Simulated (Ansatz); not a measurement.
One change: `C[SiH](F)Br` becomes `B[SiH](F)Br`.

Ansatz, PBE0-D4/def2-TZVP geometries, multiplicity 1. 

Scalar relativity is left out up to krypton.

| property | `C[SiH](F)Br` |
| --- | --- |
| HOMO energy (PBE0/def2-TZVPP) / eV | -8.50 |
| HOMO–LUMO gap (PBE0/def2-TZVPP) / eV | 9.00 |
| LUMO energy (PBE0/def2-TZVPP) / eV | 0.50 |
| LUMO energy (B3LYP/def2-TZVPP) / eV | 0.28 |
| HOMO–LUMO gap (ωB97M-V/def2-TZVPP) / eV | 13.01 |
| LUMO energy (PBE/def2-TZVPP) / eV | -0.40 |

**Question.** What does the change do to each property? (Best estimate.)

**Answer.** Computed: 
```json
{"property": "HOMO energy (PBE0/def2-TZVPP) / eV", "`B[SiH](F)Br`": "-8.28", "shift": "0.22"}
{"property": "HOMO–LUMO gap (PBE0/def2-TZVPP) / eV", "`B[SiH](F)Br`": "6.28", "shift": "-2.72"}
{"property": "LUMO energy (PBE0/def2-TZVPP) / eV", "`B[SiH](F)Br`": "-2.01", "shift": "-2.51"}
{"property": "LUMO energy (B3LYP/def2-TZVPP) / eV", "`B[SiH](F)Br`": "-2.19", "shift": "-2.47"}
{"property": "HOMO–LUMO gap (ωB97M-V/def2-TZVPP) / eV", "`B[SiH](F)Br`": "10.28", "shift": "-2.73"}
{"property": "LUMO energy (PBE/def2-TZVPP) / eV", "`B[SiH](F)Br`": "-2.93", "shift": "-2.53"}
```

With PBE0 the HOMO rises by 0.22 eV and the LUMO falls by 2.51 eV, so the gap narrows by about 2.73 eV. PBE moves the HOMO by 0.12 eV and ωB97M-V by 0.32 eV. The zero-point energy changes by -42.9 kJ/mol with -3 modes.

B3LYP here is the variant with VWN-RPA as its local correlation; programs differ in this.

Spin–orbit coupling is left out; it splits and shifts lone-pair levels of the heavy atoms by tenths of an eV.
